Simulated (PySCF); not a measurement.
A survey of ¹⁹F NMR shifts

Rapidly exchanging positions averaged, relativity neglected, single conformer, no solvent. GFN2-xTB structure; shieldings: GIAO PBE0/pcSseg-1; PySCF 2.14.0 with density-fitted response routines.

Shieldings were converted by a linear fit to measured shifts: ¹⁹F (scatter 6.0 ppm rms, 7.0 ppm with the 5 outliers that the fit left out vs CFCl3, solution or neat liquid, with a term for F on sp3 carbon). Occasional misses reach two or three times the rms, and more in compound classes unlike the fitted ones.

(1) Give the ¹⁹F shifts of `N#C[Si@@H]1[SiH2]CC[C@H]1F`, `C[C@@H]1OC(=O)[C@H]1C(F)(F)F`, `FC(F)(F)O/C=C/[C@H]1CO1`, `FC(F)(F)OC1=COCC1`, `FC(F)(F)OC1=COCC1`.

(2) Order these by ¹⁹F shift, lowest first.
A. C[C@@H]1OC(=O)[C@H]1C(F)(F)F
B. N#C/C(=C\F)C([SiH3])[SiH3]
C. CC(=O)c1pcpc([SiH3])c1F
D. C=C[C@](F)([SiH3])[SiH2]C#N
E. N#C[Si@@H]1[SiH2]CC[C@H]1F

Results:

(1) 
```csv
compound,environment,δ (ppm)
N#C[Si@@H]1[SiH2]CC[C@H]1F,fluorine on an sp3 carbon,-211.4
C[C@@H]1OC(=O)[C@H]1C(F)(F)F,fluorine of a CF3 group (×3),-68.7
FC(F)(F)O/C=C/[C@H]1CO1,fluorine of an OCF3 group (×3),-60.9
FC(F)(F)OC1=COCC1,fluorine of an OCF3 group (×3),-62.3
FC(F)(F)OC1=COCC1,fluorine of an OCF3 group (×3),-62.3
```

(2) D (-223.5 ppm, fluorine on an sp3 carbon), E (-211.4 ppm, fluorine on an sp3 carbon), B (-99.8 ppm, vinylic fluorine), A (-68.7 ppm, fluorine of a CF3 group), C (-60.5 ppm, aryl fluorine).
